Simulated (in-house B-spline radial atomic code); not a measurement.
How numerical settings move a run on In⁵⁺, [Kr] 4d8. Computed with a B-spline radial code for spherical atoms: scalar-relativistic (X2C) LDA PW92, spherical fractional occupations, Fermi nucleus of rms radius 4.6156 fm.

Command:
```bash
python run_scf.py task.json out
```
Settings of the sound reference run:
```
Z                49
electrons        44
configuration    [Kr] 4d8
hamiltonian      x2c
method           lda,pw
spin_polarised   False
nucleus          fermi
rms_radius       4.6156
mass_number      115
atomic_mass      114.9039
speed_of_light   137.036
knot_spacing     0.22
spline_order     8
gauss_points     12
box_radius       10.53
max_iterations   70
damping          0.5
damped_steps     3
diis_vectors     10
tolerance        1e-08
start            Thomas-Fermi
```

Time taken, with all properties: 0.32 s on 1 thread of Arm Neoverse N1, on a shared host.

It converges in 9 iterations to -5868.373110 hartree, with 4d at -83.6523 eV. The other runs change the listed settings, some to values that make no sense; their results aren't properties of the atom or ion. Radii are in bohr (the nuclear one in fm), a minus after a letter asks for a j subshell, and «unchanged» means within 1e-8 hartree. The run stops when the residual is below 10 × tolerance × max(1, Z/10), or a noise floor if that is larger, and the energy moves by less than 1e-8 × √|E| hartree; so very loose and very tight tolerances often act alike.

```tsv
changed settings	outcome
spline_order = 4, max_iterations = 100, tolerance = 0.01	converged in 9 iterations, energy +3.04e-03 hartree from the reference, 4d level -4.8e-04 eV
damped_steps = 8	converged in 12 iterations, energy unchanged, 4d level -1.4e-05 eV
diis_vectors = 4	converged in 9 iterations, energy unchanged, 4d level +2.3e-05 eV
knot_spacing = 0.55, box_radius = 1.05, max_iterations = 75, diis_vectors = 0, start = bare nucleus	converged in 21 iterations, energy +8.97e+01 hartree from the reference, 4d level +2.7e+02 eV (the program warns: 4d has a positive eigenvalue: unbound, held by the box; 4s has a positive eigenvalue: unbound, held by the box)
diis_vectors = 2	converged in 15 iterations, energy unchanged, 4d level -1.0e-05 eV
electrons = 45, configuration = [Kr] 4d8 1f1, max_iterations = 100	stopped with error: there is no 1f shell
damped_steps = 1	converged in 9 iterations, energy unchanged, 4d level -5.8e-06 eV
hamiltonian = dirac, method = scan,scan	stopped with error: meta-GGAs are not served with the Dirac Hamiltonian
diis_vectors = 1	converged in 70 iterations, energy unchanged, 4d level +2.4e-05 eV
damped_steps = 0	converged in 8 iterations, energy unchanged, 4d level -1.8e-06 eV
gauss_points = 16, first_knot = 0.00204, max_iterations = 3	not converged after 3 iterations, last residual 1.2e-01, last energy +3.35e-01 hartree from the reference
```

(1) What happens with electrons = 52, configuration = [Kr] 4d8 6s2 6p6, max_iterations = 100?

(2) What happens with max_iterations = 75, damping = 0.2, damped_steps = 1, tolerance = 0.001?

(3) What happens with max_iterations = 50, damped_steps = 1, diis_vectors = 1, tolerance = 0.001?

(4) What happens with tolerance = 1e-13?

## Answers

(1) Converged in 10 iterations to -5870.8533 hartree, a different physical problem (warning: 6s has a positive eigenvalue: unbound, held by the box).

(2) Converged in 8 iterations, energy unchanged, 4d level -6.7e-05 eV.

(3) Converged in 50 iterations, energy +1.77e-06 hartree from the reference, 4d level +1.6e-02 eV.

(4) Converged in 10 iterations, energy unchanged, 4d level -5.2e-06 eV.
